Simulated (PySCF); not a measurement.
Be (beryllium, neutral): UHF calculation

Configuration: [He] 2s2, closed-shell 1S. Computed with PySCF 2.14 in aug-cc-pCVQZ (9s8p6d4f2g, 109 functions), with no relativity, point nucleus.

| Property | Result |
| --- | --- |
| Total energy | -14.572969 hartree |
| One-electron energy | -19.0620 hartree |
| Hartree (Coulomb) energy | 7.1560 hartree |
| Exchange energy | -2.6669 hartree |
| Kinetic energy | 14.57284 hartree |
| ⟨S²⟩ | 0.0000 |
| ⟨L²⟩ | 0.000 |
| Sum of ⟨r⟩ | 6.129 bohr |
| Sum of ⟨r²⟩ | 17.32 bohr² |
| Density at the nucleus (Gaussians lack the cusp) | 34.7 bohr⁻³ |
| Langevin diamagnetic susceptibility | -13.7 ×10⁻⁶ cm³/mol |

```csv
shell,electrons,mean orbital energy (hartree),"rms radius, mean of both spins (bohr)"
1s,2,-4.73267,0.483
2s,2,-0.30927,2.90
```
